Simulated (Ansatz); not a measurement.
A nudged elastic band was laid between two geometries of C2H8BNSi (13 atoms, charge 0, multiplicity 1).

Method: RKS PBE-D4/def2-SVP (Ansatz).

```
movable images  : 9
climbing image  : yes
spring          : 5.0 eV/Å²
optimiser       : quadratic models (default)
start path      : IDPP
force threshold : 0.05 eV/Å
iteration limit : 60
end points      : relaxed
```

First end point:

```xyz
13
Properties=species:S:1:pos:R:3
C -0.707 -0.587 1.836
N 0.087 -0.673 0.633
B 0.631 -1.629 -0.213
Si 0.974 0.238 -0.651
C -0.083 1.352 -1.752
H -0.142 -0.076 2.645
H -0.999 -1.596 2.195
H -1.632 0.004 1.660
H 0.633 -2.839 -0.265
H 2.145 1.019 -0.108
H -0.370 2.288 -1.230
H 0.487 1.637 -2.661
H -1.003 0.827 -2.076
```

Last end point:

```xyz
13
Properties=species:S:1:pos:R:3
C -0.892 -0.694 1.714
N -0.114 -0.773 0.499
B 0.175 -1.672 -0.517
Si 1.022 0.079 -0.617
C 0.337 1.617 -1.474
H -1.625 0.139 1.662
H -0.236 -0.499 2.589
H -1.446 -1.638 1.894
H -0.150 -2.807 -0.788
H 2.346 0.403 0.032
H 0.298 2.485 -0.784
H 0.987 1.898 -2.328
H -0.681 1.427 -1.867
```

(1) Which bonds break or form, and what moves?

(2) What energy profile does the band end with?

(3) What is the geometry of the highest image?

(4) What are the harmonic wavenumbers there?

## Answers

(1) No bond is made or broken. The dihedral H8–C1–N2–Si4 goes from 59 to 180°. The two ends are copies of one structure, up to a mirror image or an exchange of like atoms.

(2) The run converged. The highest image is number 5 of 0 to 10, 0.042 eV above the ends, which have the same energy within 2 meV. A vibrational analysis at the climbing image gives one clearly imaginary mode, 130i cm⁻¹: a first-order saddle point.

| image | path coordinate (Å) | energy (eV) | dihedral H8–C1–N2–Si4 (°) |
| --- | --- | --- | --- |
| 0 | 0.00 | 0.000 | 59 |
| 1 | 0.36 | 0.003 | 71 |
| 2 | 0.73 | 0.014 | 83 |
| 3 | 1.09 | 0.027 | 95 |
| 4 | 1.45 | 0.038 | 108 |
| 5 | 1.82 | 0.042 | 121 |
| 6 | 2.17 | 0.038 | 133 |
| 7 | 2.53 | 0.028 | 145 |
| 8 | 2.88 | 0.015 | 157 |
| 9 | 3.24 | 0.004 | 169 |
| 10 | 3.60 | 0.000 | 180 |

(3) 
```xyz
13
Properties=species:S:1:pos:R:3
C -0.872 -0.673 1.737
N -0.094 -0.756 0.519
B 0.211 -1.675 -0.478
Si 1.019 0.091 -0.623
C 0.299 1.592 -1.516
H -0.777 0.326 2.208
H -0.539 -1.434 2.474
H -1.949 -0.856 1.535
H -0.083 -2.823 -0.726
H 2.339 0.459 0.009
H 0.234 2.473 -0.844
H 0.946 1.872 -2.373
H -0.713 1.368 -1.909
```

(4) 130i, 123, 133, 213, 263, 309, 534, 560, 614, 695, 719, 746, 758, 883, 898, 976, 1069, 1122, 1209, 1368, 1379, 1381, 1411, 1417, 1459, 2131, 2599, 2955, 2973, 3034, 3060, 3067, 3084 cm⁻¹.

Run time: 98 s on 2 threads of Arm Neoverse V1, on a shared host, peak memory 0.15 GiB.
